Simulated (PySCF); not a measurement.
SnF3Br, SMILES [Sn]([F])([Br])([F])[F].

Geometry: B3LYP-D3(BJ)/def2-SVP. The structure was generated by enumeration; whether it is a known compound was not checked. The def2 effective core potentials stand for the cores of Sn; spin–orbit coupling is left out.

Calculation: TDA-B3LYP/def2-SVPD (PySCF).

Vertical excitations; the highest root listed may be one member of a degenerate set. Isolated molecule, no solvent. State labels are in the subgroup Cs.

```tsv
state	symmetry	energy (eV)	λ (nm)	f	main pairs
S1	A'	4.28	290	0.008	HOMO→LUMO (degenerate set)
S2	A"	4.28	290	0.008	HOMO−1→LUMO (degenerate set)
S3	A"	6.02	206	0.000	HOMO−3→LUMO 99 %
S4	A'	6.16	201	0.007	HOMO−4→LUMO, HOMO−7→LUMO (degenerate set)
S5	A"	6.16	201	0.007	HOMO−5→LUMO, HOMO−6→LUMO (degenerate set)
S6	A'	6.31	197	0.203	HOMO−2→LUMO 76 %, HOMO−8→LUMO 17 %
S7	A'	6.38	194	0.029	HOMO−7→LUMO, HOMO−4→LUMO (degenerate set)
S8	A"	6.39	194	0.029	HOMO−6→LUMO, HOMO−5→LUMO (degenerate set)
S9	A'	7.38	168	0.059	HOMO−8→LUMO 69 %, HOMO→LUMO+1 11 %, HOMO−1→LUMO+2 11 %
S10	A"	7.92	156	0.000	HOMO−1→LUMO+1 50 %, HOMO→LUMO+2 50 %
T1	A'	3.83	324	0	HOMO→LUMO (degenerate set)
T2	A"	3.83	324	0	HOMO−1→LUMO (degenerate set)
T3	A'	5.10	243	0	HOMO−2→LUMO 98 %
T4	A"	5.68	218	0	HOMO−3→LUMO 97 %
```
Triplets are in the Tamm–Dancoff approximation.
